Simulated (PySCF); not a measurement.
C7H6N2.
Numbering: `[CH3:1][CH:2]=[C:3]=[C:4]([C:5]#[N:6])[CH2:7][C:8]#[N:9]` (hydrogens: H10, H11, H12 on C1; H13 on C2; H14, H15 on C7)

Structure optimised with GFN2-xTB, isolated species.

Problem. What internal coordinates does the optimisation give?

Solution. 
```json
{"bond": "C1–C2", "length (Å)": "1.497"}
{"bond": "C2=C3", "length (Å)": "1.293"}
{"bond": "C3=C4", "length (Å)": "1.310"}
{"bond": "C4–C5", "length (Å)": "1.415"}
{"bond": "C5≡N6", "length (Å)": "1.146"}
{"bond": "C4–C7", "length (Å)": "1.520"}
{"bond": "C7–C8", "length (Å)": "1.444"}
{"bond": "C8≡N9", "length (Å)": "1.142"}
{"bond": "C1–H10, C1–H11, C1–H12", "length (Å)": "1.088"}
{"bond": "C2–H13", "length (Å)": "1.084"}
{"bond": "C7–H14, C7–H15", "length (Å)": "1.094"}
```

Bonds in one row agree within 0.01 Å and their mean is given. A selection of angles:
```json
{"angle": "C2–C1–H10", "degrees": "109.5"}
{"angle": "C2–C1–H12", "degrees": "111.1"}
{"angle": "H10–C1–H11", "degrees": "108.0"}
{"angle": "H10–C1–H12", "degrees": "109.0"}
{"angle": "C1–C2–C3", "degrees": "124.6"}
{"angle": "C1–C2–H13", "degrees": "115.9"}
{"angle": "C3–C2–H13", "degrees": "119.5"}
{"angle": "C2–C3–C4", "degrees": "179.5"}
{"angle": "C3–C4–C5", "degrees": "120.2"}
{"angle": "C3–C4–C7", "degrees": "123.7"}
{"angle": "C5–C4–C7", "degrees": "116.1"}
{"angle": "C4–C5–N6", "degrees": "178.4"}
{"angle": "C4–C7–C8", "degrees": "108.8"}
{"angle": "C4–C7–H14", "degrees": "110.2"}
{"angle": "C8–C7–H14", "degrees": "109.0"}
{"angle": "H14–C7–H15", "degrees": "109.6"}
{"angle": "C7–C8–N9", "degrees": "178.1"}
```

Torsions: C3–C4–C7–C8 -92° (anticlinal). The mirror-image conformer, all signs reversed, is as good.

The C–C distances run from 1.293 Å (C2=C3, drawn double) to 1.520 Å (C4–C7, drawn single), a spread of 0.227 Å.

Point group: C1 (no symmetry element, even within 0.4 Å). No GFN2-xTB frequencies stand behind this structure, so it isn't proved a minimum. One conformer, not necessarily the lowest.

All values are computed, not measured.
